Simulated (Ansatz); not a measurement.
Frontier orbitals of CH4ClFOSn (`[OH][SnH]([F])[CH2]Cl`).

```xyz
9

O    -0.739   -0.656    1.881
Sn    0.211    0.591    0.734
F    -0.969    2.079    0.432
C     0.424   -0.259   -1.228
Cl   -0.767   -1.561   -1.448
H    -1.335   -1.223    1.382
H     1.533    1.198    1.604
H     0.228    0.510   -1.973
H     1.416   -0.678   -1.385
```

Charge 0, multiplicity 1. Correlated methods include outer-core shells of Sn, which these sets cover unevenly. Sn: def2 effective core potential. All single points use the PBE0-D4/def2-TZVP geometry. It is one conformer, not always the lowest. Basis def2-TZVPP, the Gaussian-basis code of Ansatz.

Orbital energies of one run (eV). Highest occupied ones, from the top: -7.80, -8.39, -8.54, -9.08, -9.61, -10.06, -10.52, -10.83, -12.01, -12.33, -12.77, -14.37, -18.57, -23.70. Empty: -1.19, -0.77, -0.28, 1.05, 1.37, 2.34.

Q: Which functional gave them?
A. PBE
B. CAM-B3LYP
C. r2SCANh
D. LC-ωPBE

A: C. HOMO energies: r2SCANh -7.80, CAM-B3LYP -9.68, PBE -7.01, LC-ωPBE -11.03 eV.

LC-ωPBE has ω = 0.4 bohr⁻¹.
